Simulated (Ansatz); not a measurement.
Saddle point of Si2NH9S, singlet (Si₂H₆S ([SiH3][SiH2][SH]) + NH₃ → Si₂NH₇ ([NH2][SiH2][SiH3]) + H₂S; bonds formed: Si1–N7, S2–H6; bonds broken: Si1–S2, H6–N7), PBE0-D4/def2-TZVP structure:

```
atom    x (Å)    y (Å)    z (Å)
 Si1  -1.0354   0.1318   0.0543
  S2   0.8066  -2.0548   0.0562
  H3  -1.9648   1.2707  -0.2855
  H4  -1.9259  -1.0163   0.3223
 Si5   0.5365   0.8116   1.6182
  H6   0.1888  -0.9882  -1.5033
  N7  -0.3837  -0.0871  -1.6947
  H8   2.0222  -1.4852  -0.0106
  H9   0.1741   2.1490   2.1842
 H10   1.8392   0.9794   0.9208
 H11   0.6236  -0.1682   2.7226
 H12   0.2318   0.6647  -1.9918
 H13  -1.1129  -0.2077  -2.3928
```

Energies are electronic, without zero-point energy. Barriers and step energies count from the start structure reached by relaxing down the imaginary mode; all methods use the PBE0-D4 structures, on which another method's saddle can fall below an end. Computed with Ansatz 0.2.0 (basis: def2-TZVPP, with def2-QZVPP for the basis limit); correlated methods freeze the cores. B3LYP uses VWN-RPA correlation. Extrapolation: Hartree–Fock as exp(−7.88 √X), correlation as X^−2.97.

```
      method  barrier (kcal/mol)  step energy (kcal/mol)
       SPW92                   ?                    5.35
      PBE-D4               17.83                    6.07
     BLYP-D4               19.80                    4.13
   r2SCAN-D4                   ?                    5.55
      B97M-V               23.01                    5.52
     PBE0-D4               19.50                    5.83
    B3LYP-D4                   ?                    3.94
  r2SCAN0-D4               20.57                    5.47
    BHLYP-D4               22.99                    3.87
CAM-B3LYP-D4               21.75                    2.70
     wB97X-V               22.69                    4.47
     wB97M-V               21.45                    5.14
      B2PLYP               22.43                    3.57
    PBE-QIDH               21.07                    5.39
  RPA on PBE               23.38                    3.50
          HF               29.87                    2.01
         MP2               21.61                    4.74
        CCSD               24.13                    3.62
     CCSD(T)               22.73                    4.15
```

Task: Fill in the withheld barriers. (To be estimated.)

Result: Computed: SPW92 11.97; r2SCAN-D4 19.62; B3LYP-D4 21.04 kcal/mol. Each is the energy of the saddle less that of the start structure, by the same method.

For comparison, the barrier by CCSD(T) at an estimated basis limit (MP2 extrapolated from triple and quadruple zeta, plus CCSD(T) − MP2 in triple zeta) is 21.86 kcal/mol.

The T1 diagnostic stays at or below 0.013.

Labels in which every atom is bracketed show which atoms are joined, not bond orders.

For scale, one of the runs: CCSD(T)/def2-TZVPP, 283 basis functions, launched by `ansatz run in.yaml --threads 8 --pin off --events-out ev --progress --plain --max-ram 19148MiB`. The run took 31 s on 8 CPU threads of an Intel Xeon 6975P-C (shared host), with 8.4 GiB of host memory at its peak.
